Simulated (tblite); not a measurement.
Compound: C7H9PS2.
SMILES with atom numbers: `[CH2:1]=[C:2]([CH3:3])[P@@H:4](=[S:5])[c:6]1[cH:7][cH:8][cH:9][s:10]1` (hydrogens: H11, H12 on C1; H13, H14, H15 on C3; H16 on P4; H17 on C7; H18 on C8; H19 on C9)

Computed with GFN2-xTB (tblite), gas phase: L-BFGS steps from a force-field or distance-geometry start until the largest atomic force falls under 0.01 eV/Å.

The end geometry, which sets the zero of energy:
```
atom  x, y, z in Å
C1     -2.7095   -0.6466   -0.4384
C2     -1.8418    0.1402    0.1814
C3     -1.8032    1.6302    0.0984
P4     -0.5717   -0.6634    1.2253
S5     -0.8205   -2.5251    1.6453
C6      1.0121   -0.2912    0.4502
C7      1.8143   -1.2066   -0.1708
C8      2.9952   -0.6362   -0.6857
C9      3.0761    0.6995   -0.4504
S10     1.7159    1.2969    0.4062
H11    -3.4898   -0.2590   -1.0732
H12    -2.6663   -1.7181   -0.3130
H13    -0.8939    1.9605   -0.4043
H14    -2.6634    2.0037   -0.4524
H15    -1.8031    2.0650    1.0981
H16    -0.5301    0.2252    2.3117
H17     1.5581   -2.2497   -0.2370
H18     3.7527   -1.1958   -1.2040
H19     3.8589    1.3795   -0.7238
```

Problem. These geometries come from the run, each turned onto the end geometry. Order them by energy, lowest first.
A.
```
atom  x, y, z in Å
C1     -2.6902   -0.7219   -0.3463
C2     -1.8188    0.1076    0.2090
C3     -1.7661    1.5862    0.0049
P4     -0.5522   -0.6174    1.3087
S5     -0.7719   -2.4645    1.8045
C6      1.0211   -0.2572    0.5056
C7      1.6764   -1.1057   -0.3410
C8      2.8937   -0.5746   -0.8104
C9      3.1481    0.6648   -0.3153
S10     1.9106    1.2171    0.7357
H11    -3.4573   -0.3861   -1.0248
H12    -2.6628   -1.7767   -0.1172
H13    -0.7380    1.9260   -0.1187
H14    -2.3448    1.8696   -0.8713
H15    -2.1796    2.0948    0.8764
H16    -0.5133    0.3234    2.3477
H17     1.2923   -2.0774   -0.5986
H18     3.5485   -1.0956   -1.4853
H19     3.9942    1.2965   -0.4998
```
B.
```
atom  x, y, z in Å
C1     -2.7190   -0.6733   -0.3878
C2     -1.8428    0.1300    0.1982
C3     -1.7863    1.6147    0.0597
P4     -0.5673   -0.6507    1.2493
S5     -0.8187   -2.5009    1.7166
C6      1.0057   -0.2909    0.4449
C7      1.7694   -1.1805   -0.2576
C8      2.9683   -0.6118   -0.7333
C9      3.0993    0.6968   -0.3907
S10     1.7671    1.2700    0.5242
H11    -3.4963   -0.3071   -1.0391
H12    -2.6800   -1.7383   -0.2135
H13    -0.8005    1.9270   -0.2884
H14    -2.5378    1.9606   -0.6481
H15    -1.9609    2.0925    1.0259
H16    -0.4969    0.2639    2.3125
H17     1.4755   -2.2060   -0.4041
H18     3.7053   -1.1567   -1.2964
H19     3.9058    1.3696   -0.6087
```
C.
```
atom  x, y, z in Å
C1     -2.4500   -0.7919   -0.4665
C2     -1.7884    0.1313    0.2158
C3     -1.9611    1.6094    0.0763
P4     -0.5224   -0.4749    1.3908
S5     -0.7753   -2.2468    2.1044
C6      1.0456   -0.2440    0.5343
C7      1.5613   -1.0574   -0.4356
C8      2.8208   -0.6223   -0.8927
C9      3.2468    0.5012   -0.2576
S10     2.1269    1.0587    0.9159
H11    -3.1912   -0.5327   -1.2040
H12    -2.2738   -1.8426   -0.2872
H13    -0.9930    2.0837   -0.0861
H14    -2.6205    1.8386   -0.7593
H15    -2.3935    2.0311    0.9856
H16    -0.4444    0.5839    2.3037
H17     1.0625   -1.9403   -0.7962
H18     3.3788   -1.1158   -1.6691
H19     4.1608    1.0400   -0.4091
```
D.
```
atom  x, y, z in Å
C1     -2.6871   -0.7534   -0.3488
C2     -1.8399    0.1056    0.1995
C3     -1.8531    1.5886    0.0251
P4     -0.5315   -0.5553    1.2899
S5     -0.7327   -2.3681    1.9066
C6      1.0344   -0.2377    0.4556
C7      1.6628   -1.0813   -0.4165
C8      2.9193   -0.5976   -0.8302
C9      3.2308    0.5982   -0.2650
S10     1.9994    1.1682    0.7832
H11    -3.4835   -0.4430   -1.0064
H12    -2.6053   -1.8080   -0.1319
H13    -0.8361    1.9766   -0.0321
H14    -2.3965    1.8682   -0.8748
H15    -2.3391    2.0505    0.8854
H16    -0.4754    0.4524    2.2632
H17     1.2347   -2.0144   -0.7381
H18     3.5671   -1.1214   -1.5099
H19     4.1216    1.1810   -0.3908
```
E.
```
atom  x, y, z in Å
C1     -2.3051   -0.7977   -0.5805
C2     -1.7546    0.0952    0.2279
C3     -1.9824    1.5697    0.1253
P4     -0.5214   -0.4475    1.4696
S5     -0.6284   -2.1735    2.3236
C6      1.0174   -0.1902    0.5755
C7      1.4518   -1.0022   -0.4341
C8      2.7202   -0.6335   -0.9264
C9      3.2318    0.4465   -0.2774
S10     2.1777    1.0382    0.9458
H11    -2.9902   -0.5110   -1.3643
H12    -2.0953   -1.8503   -0.4835
H13    -1.0550    2.0903   -0.1217
H14    -2.7186    1.7981   -0.6457
H15    -2.3353    1.9560    1.0811
H16    -0.5111    0.6662    2.3175
H17     0.8834   -1.8377   -0.8064
H18     3.2318   -1.1473   -1.7266
H19     4.1733    0.9397   -0.4360
```

Solution. B (0.004 eV), A (0.012 eV), D (0.021 eV), C (0.043 eV), E (0.089 eV).

In the order of the answer:

```csv
step,E above end (eV),largest force (eV/Å),rms force component (eV/Å),rms distance from end (Å),rms bond change (Å),bond most changed (Å)
128,0.004,0.06,0.018,0.112,0.001,C2–P4 -0.002
89,0.012,0.04,0.010,0.276,0.001,C2–P4 -0.003
67,0.021,0.05,0.014,0.343,0.001,C2–P4 -0.003
43,0.043,0.08,0.029,0.443,0.001,P4–H16 -0.004
8,0.089,0.18,0.064,0.534,0.003,C6–S10 -0.008
```
